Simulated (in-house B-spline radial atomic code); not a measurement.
Inner levels of tin as electrons are removed. A shift is the extra binding of the orbital against the neutral atom ([Kr] 4d10 5s2 5p2). Computed with a B-spline radial code for spherical atoms: non-relativistic Hartree-Fock, average of the configuration, point nuclei.

This level leaves out relativity, spin-orbit splitting included, which matters for heavy ions.

```tsv
ion	configuration	shift of 1s (eV)	radius of 1s (bohr)	Σ<r²> (bohr²)	change of density at nucleus (bohr⁻³)
Sn36+	[Ne] 3s2 3p2	2092.43	0.030405	0.55417	486.26
Sn37+	[Ne] 3s2 3p1	?	?	?	?
Sn38+	[Ne] 3s2	2328.99	0.030395	0.34456	619.62
Sn39+	[Ne] 3s1	2440.88	0.030394	0.23502	-408.53
Sn40+	[He] 2s2 2p6	2554.18	0.030392	0.12809	-1468.04
Sn41+	[He] 2s2 2p5	2836.44	0.030369	0.11173	-1284.16
Sn42+	[He] 2s2 2p4	3122.85	0.030345	0.095957	-1096.72
Sn43+	[He] 2s2 2p3	3413.41	0.03032	0.080739	-905.72
Sn44+	[He] 2s2 2p2	?	?	?	?
Sn45+	[He] 2s2 2p1	4006.9	0.030269	0.051877	-512.95
Sn46+	[He] 2s2	4309.8	0.030243	0.038189	-311.18
Sn47+	[He] 2s1	4571.18	0.03024	0.020107	-4809.73
Sn48+	1s2	?	?	?	?
Sn49+	1s1	5680.97	0.03	0.0012	-48156.6
```

Fill in the row of Sn37+.

shift of 1s (eV): 2209.83; radius of 1s (bohr): 0.0304; Σ<r²> (bohr²): 0.44785; change of density at nucleus (bohr⁻³): 552.26.

Fill in the row of Sn44+.

shift of 1s (eV): 3708.09; radius of 1s (bohr): 0.030295; Σ<r²> (bohr²): 0.066053; change of density at nucleus (bohr⁻³): -711.13.

Fill in the row of Sn48+.

shift of 1s (eV): 4835.15; radius of 1s (bohr): 0.030227; Σ<r²> (bohr²): 0.0024387; change of density at nucleus (bohr⁻³): -9425.2.
